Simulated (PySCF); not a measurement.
# One molecule, several mistakes: ClGeH3OSi

These are calculations, not measurements. The program is PySCF 2.14.0, an open-source quantum chemistry code, run on an isolated molecule that a program drew, which may never have been made. The molecule is ClGeH3OSi (charge 0, singlet), drawn as the SMILES string `O[Si][GeH2][Cl]`.

Each row is a Hartree-Fock (HF) and frozen-core CCSD(T) single point in the cc-pV(D+d)Z basis, meant for a local HF minimum. Run 1 is clean. Each other run has one planted mistake out of seven kinds, and not every kind appears here: one electron removed, one electron added, multiplicity raised by two, geometry at a saddle point, minimal basis STO-3G, one bond length entered in bohr, all coordinates scaled. The reference is restricted for singlets and unrestricted otherwise, and also for a bond in bohr. Adding or removing an electron swaps singlet and doublet. Electrons count all cores. HOMO and LUMO are orbital energies over both spins, the gradient is its largest component, and the lowest frequency (negative if imaginary) is given only where the gradient is small. Bond lengths are over the 6 bonds as drawn. T1 is the CCSD diagnostic: over 0.02 (restricted) or 0.045 (unrestricted) a single reference is doubtful. Germanium has the cc-pVDZ-PP basis, with a core potential (ECP10MDF) in place of its 10 inner electrons, and its 3s, 3p and 3d shells are frozen in CCSD(T).

Geometry of the clean run:
```xyz
7
ClGeH3OSi, angstrom
O     0.2995    2.1113    0.4171
Si    0.2423    1.0602    1.6663
Ge   -0.7833   -0.8700    0.4060
Cl   -1.0425   -0.1029   -1.6695
H    -0.0058    1.8940   -0.4582
H     0.0731   -2.1314    0.2407
H    -2.1904   -1.3113    0.8265
```

```
run  electrons  basis functions  <S^2>  HOMO (eV)  LUMO (eV)  gradient (hartree/bohr)  lowest frequency (cm^-1)  mean bond (Å)  longest bond (Å)      T1  HF (hartree)  CCSD(T) (hartree)                     mistake
  1         74               98  0.000      -8.81       0.53                  6.7e-06                        68         1.7339             2.523  0.0158   -1118.47561        -1119.03556                    no fault
  2         74               98  2.018      -7.65      -0.54                  2.4e-02                         -         1.7339             2.523  0.0218   -1118.42735        -1118.96428  multiplicity raised by two
  3         74               98  0.000      -8.95       0.32                  3.1e-02                         -         1.7894             2.604  0.0171   -1118.46940        -1119.03357      all coordinates scaled
  4         73               98  0.787     -16.16      -6.96                  4.1e-02                         -         1.7339             2.523  0.0238   -1118.18663        -1118.72592                           ?
```

**Which mistake was planted in run 4, and what did it cost?**

It counts 73 electrons, one fewer than the clean run, at the same geometry and basis. So the mistake is: one electron removed. Subtracting run 1 and multiplying by 627.51 kcal/mol a hartree, the energy moved by 181.3 kcal/mol in HF and 194.3 kcal/mol in CCSD(T).

